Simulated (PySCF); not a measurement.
Two-component Hartree-Fock for Ag(19+) (silver, charge +19)

Start: [Ar] 3d10. Calculated with PySCF 2.14 in an uncontracted even-tempered set (19 s from 0.67 bohr⁻², ratio 2.6; 15 p from 0.87 bohr⁻², ratio 2.6; 10 d from 0.87 bohr⁻², ratio 2.6; 6 f from 0.89 bohr⁻², ratio 2.8): generalised Hartree-Fock with the X2C-1e Hamiltonian and a Gaussian nucleus; spin-orbit coupling (SO) screened by Boettger's factors.

```
spinor shell  electrons  ε, screened SO (eV)  weight of nominal j (screened SO)  rms radius, screened SO (bohr)
       1s1/2          2             -26178.7                              1.000                          0.0357
       2s1/2          2              -4382.2                              1.000                           0.146
       2p1/2          2              -4101.8                              1.000                           0.127
       2p3/2          4              -3923.9                              1.000                           0.131
       3s1/2          2              -1238.4                              1.000                           0.388
       3p1/2          2              -1125.5                              1.000                           0.381
       3p3/2          4              -1092.0                              1.000                           0.391
       3d3/2          4              -895.84                              1.000                           0.363
       3d5/2          6              -889.14                              1.000                           0.366
```

```json
{"quantity": "E (hartree)", "screened SO": "-5167.08662"}
{"quantity": "M_J", "screened SO": "0"}
{"quantity": "⟨J²⟩", "screened SO": "0.000"}
{"quantity": "⟨L²⟩", "screened SO": "0.009"}
{"quantity": "⟨S²⟩", "screened SO": "0.009"}
```

Breit and QED terms are absent; they matter most for the inner s and p1/2 levels.

Densities and radii are taken from the X2C orbitals without a picture-change correction, which distorts them close to the nucleus.
